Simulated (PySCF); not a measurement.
## A small calculation by hand: oscillator strength and radiative lifetime

C6H6S2, SMILES c1cc(ccc1S)S.

Geometry optimised at PBE0-D3(BJ)/def2-SVP. Other conformers were not sampled.

TDA-M06-2X/def2-SVPD run with PySCF 2.14.0 puts the first singlet state with f over 0.02 at 5.24 eV (vertical), with the transition dipole (-2.108, -0.010, 0.000) in atomic units.

**Question.** Find the oscillator strength, the wavelength and the radiative lifetime that this transition would have in vacuum if emission retraced absorption.

**Answer.** 
|μ|² = 4.4438 au, so |μ| = 5.36 D. ΔE = 5.24/27.211 = 0.1926 hartree. f = (2/3) ΔE |μ|² = 0.570 (the program prints 0.570).
λ = 1239.84/5.24 = 237 nm; ν = 42263 cm⁻¹.
Einstein's coefficient A = 0.6670 ν² f s⁻¹ (ν in cm⁻¹) = 6.8e8 s⁻¹, so τ = 1/A = 1.5 ns. This state is S4; the lower singlets have f = 0.017, 0.000, 0.005. The figure is the radiative limit of this one transition; relaxation, internal conversion, crossing to triplets and a medium change what is measured.
